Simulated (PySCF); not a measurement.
C5H9O3, SMILES COCC(C)O[C]=O, multiplicity 2. Geometry optimised at PBE0-D3(BJ)/def2-SVP. The isomer is the one that the SMILES or the coordinates give; other isomers of the formula were not compared. The values are those of a single conformer.

Task: Give the equilibrium geometry at PBE0-D3(BJ)/def2-SVP (PySCF confirms it by a frequency run) as bond lengths and angles. (The exact figures need the calculation; the answer reports its results.)

Result: This is not unique; one that fits is 
Atoms: C1 O2 C3 C4 C5 O6 C7 O8 H9 H10 H11 H12 H13 H14 H15 H16 H17. Bonded distances (Å): C1–O2 1.400, C1–H9 1.107, C1–H10 1.098, C1–H11 1.104, O2–C3 1.390, C3–C4 1.521, C3–H12 1.110, C3–H13 1.102, C4–C5 1.508, C4–O6 1.458, C4–H14 1.102, C5–H15 1.100, C5–H16 1.100, C5–H17 1.099, O6–C7 1.303, C7–O8 1.187. Angles (°): O2–C1–H9 111.4, O2–C1–H10 107.3, O2–C1–H11 112.5, H9–C1–H10 108.5, H9–C1–H11 109.1, H10–C1–H11 107.9, C1–O2–C3 115.3, O2–C3–C4 114.3, O2–C3–H12 111.5, O2–C3–H13 106.8, C4–C3–H12 108.2, C4–C3–H13 108.2, H12–C3–H13 107.7, C3–C4–C5 113.0, C3–C4–O6 107.5, C3–C4–H14 110.6, C5–C4–O6 107.5, C5–C4–H14 111.0, O6–C4–H14 106.9, C4–C5–H15 110.7, C4–C5–H16 110.3, C4–C5–H17 110.7, H15–C5–H16 108.4, H15–C5–H17 108.3, H16–C5–H17 108.3, C4–O6–C7 118.1, O6–C7–O8 131.4.
Charge 0, spin multiplicity 2.
